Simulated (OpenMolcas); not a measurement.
Re4+ (d3) among equal point charges was computed by CASSCF with the d shell active (OpenMolcas, ANO-RCC-VDZP on the metal). Its lowest spin-free states, and all those of the highest spin:

```
2S+1  Degeneracy  E (cm-1)
   4           1       0.0
   4           2      1775
   4           1      3768
   4           2     11950
   2           1     13125
   2           2     13537
   2           2     13988
   4           1     14052
   2           1     14130
   2           1     14137
   2           1     15833
   2           1     16546
   4           1     22869
   4           2     31240
```

Q: Is the site octahedral, tetrahedral or cube-like, axial, or of lower symmetry?

A: The states with 2S+1 = 4 have orbital degeneracies 1, 2, 1, 2, 1, 1, 2. There are pairs but no triples, so the site is axial: not cubic, but with a proper or improper axis of order three or more. The run had Re4+ among 5 point charges of -2 e arranged as a square pyramid (C4v), 2.1 Å from the ion.

Spin-orbit coupling mixes the spin-free states strongly: the lowest level takes only 54 % from its leading state, 2S+1 = 4, which lies 1775 cm-1 above the lowest spin-free state. Without dynamic correlation the repulsion within the d shell is too large (B by tens of per cent), so at a given field states of lower spin stand too high. Point charges carry no covalency, so the field is a model and not that of real ligands. An unlabelled pair can be two single states that coincide in this model. No measured value stands beside these numbers.
